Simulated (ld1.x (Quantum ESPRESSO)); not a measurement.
# What one change does to a pseudopotential (arsenic (As), TM)

arsenic, norm-conserving Troullier–Martins (Kleinman–Bylander form), made with ld1.x (Quantum ESPRESSO) 7.5 (LDA (PZ), scalar-relativistic). Core [Ar] 3d10, reference 4s2 4p3. Waves: 4p (bound): rc 2.15 bohr; 4s (bound): rc 1.20 bohr. Local part: the s channel. Core correction: Bessel-smoothed model core, default radius (core density twice the valence density).

Change: functional PBEsol.

Cutoffs: the cutoffs (Ry, on a coarse ladder) from which the occupation-weighted sum of valence levels, in a spherical-Bessel basis at the reference potential, stays within 10 and 1 mRy of its value at 400 Ry; they do not see the model core or the augmentation charge, which bear on the density cutoff. Errors are all-electron minus pseudo energies relative to the spin-unpolarised reference configuration.

**Question.** How do hardness, ghosts and transferability respond?

**Answer.** The potential gets softer (70 Ry and 160 Ry → 60 Ry and 160 Ry); both files keep a bound ghost (p); the number of tests with a reliable result goes from 9 to 7; the errors of the 7 common tests hardly move.

| quantity | base | changed |
| --- | --- | --- |
| cutoff, loose | 70 Ry | 60 Ry |
| cutoff, tight | 160 Ry | 160 Ry |
| loose cutoff by channel (10 mRy a level) | p 6 Ry, s 50 Ry | p 21 Ry, s 50 Ry |
| bound ghosts | p | p |
| error for 4s2 4p2, meV [ΔE 9.33 → 9.16 eV] | -6.4 | -5.9 |
| error for 4s2 4p1, meV [ΔE 27.49 → 27.10 eV] | -31 | -31 |
| error for 4s2 4p0, meV [ΔE 55.53 → 54.82 eV] | -78 | -83 |
| error for 4s1 4p4, meV [ΔE 9.48 → 9.42 eV] | -14 | -14 |
| error for 4s2 4p3.3, meV [ΔE -1.28 → -1.23 eV] | 0.0 | 0.0 |
| error for 4s1 4p3, meV [ΔE 19.49 → 19.27 eV] | -34 | -33 |
| error for 4s2 4p2.5, meV [ΔE 3.64 → 3.56 eV] | -1.5 | -1.5 |
| s: phases at 2.36 bohr within 0.05 rad from the reference energy up to (Ry; the scan ends near 5) | 1.8 | 1.8 |
| p: phases at 2.36 bohr within 0.05 rad from the reference energy up to (Ry; the scan ends near 5) | 3.4 | 3.5 |

 A true bound ghost makes a file unfit for plane-wave use even where its test errors are small: the radial tests pick states by their node count and pass the ghost by.
